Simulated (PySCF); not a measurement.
# HCoO₂ + Cl₂ → CoO₂Cl + HCl

Level: PBE0 in the def2-TZVP basis family, all electrons, no relativity, computed in PySCF with density fitting; open shells unrestricted.

| species | state and structure | E (Eh) | ZPE (kJ/mol) | H(298 K) − H(0) (kJ/mol) | S° (J/(mol K)) |
| --- | --- | --- | --- | --- | --- |
| HCoO₂ | triplet, Cs, Co–H 1.459 Å, Co–O 1.560 Å (×2); H–Co–O 102.7° (×2), O–Co–O 129.6° | -1533.35859 | 31.7 | 12.7 | 282.8 |
| Cl₂ | singlet, D∞h, Cl–Cl 1.982 Å | -920.08940 | 3.5 | 9.1 | 222.5 |
| CoO₂Cl | triplet, C2v, Co–Cl 2.047 Å, Co–O 1.554 Å (×2); Cl–Co–O 120.2° (×2), O–Co–O 119.6° | -1992.87219 | 18.7 | 15.0 | 311.0 |
| HCl | singlet, C∞v, H–Cl 1.279 Å | -460.66440 | 17.9 | 8.7 | 186.6 |

(1) What is the electronic reaction energy?

(2) Add zero-point, thermal and entropy terms for 298.15 K and 1 bar.

Answers

(1) At PBE0/def2-TZVP, ΔE = -232.6 kJ/mol from the differences of the total energies times 2625.5, downhill. 

(2) ΔZPE = 1.4 and Δ[H(298) − H(0)] = 1.9 kJ/mol give ΔH° = -229.3 kJ/mol. ΔS° = -7.7 J/(mol K), so ΔG° = -229.3 − 298.15 × (-0.0077) = -227 kJ/mol.

Open d or f shells are single determinants, so the state found may not be the ground state. The structures come from searches over a few start shapes, so lower isomers are not excluded.
